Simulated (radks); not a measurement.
Results of a calculation; reference values are marked as such.
Valence configurations of Yb3+ (all share [Xe]). Level of theory: scalar-relativistic Kohn-Sham, LDA (Slater exchange, Perdew-Wang correlation), spin-unpolarised, spherical densities, point nucleus (a radial shooting solver on a logarithmic mesh with Libxc functionals). Energies are relative to 4f13; eigenvalues in eV.

valence,E (eV),e(4f),e(5d),e(6p),e(6s)
4f13,0.000,-36.356,-,-,-
4f12.5 5d0.5,6.216,-40.072,-26.324,-,-
4f12.5 6p0.5,10.189,-42.332,-,-19.822,-
4f12 6s1,15.959,-47.254,-,-,-27.123
4f12 6s0.5 6p0.5,19.321,-47.918,-,-20.779,-27.504
4f12 6p1,22.687,-48.578,-,-21.120,-
4f11.5 5d1 6p0.5,27.541,-50.374,-29.987,-20.516,-
4f11.5 6s1 6p0.5,30.717,-53.781,-,-21.644,-28.664
4f11 6p2,55.600,-61.818,-,-23.347,-
4f9.5 5d1 6p2.5,110.09,-78.241,-40.826,-24.888,-

NIST lists [Xe] 4f13 as the ground configuration; this level of theory agrees among the configurations tried. The energies are those of spherical spin-averaged densities, not of single terms.
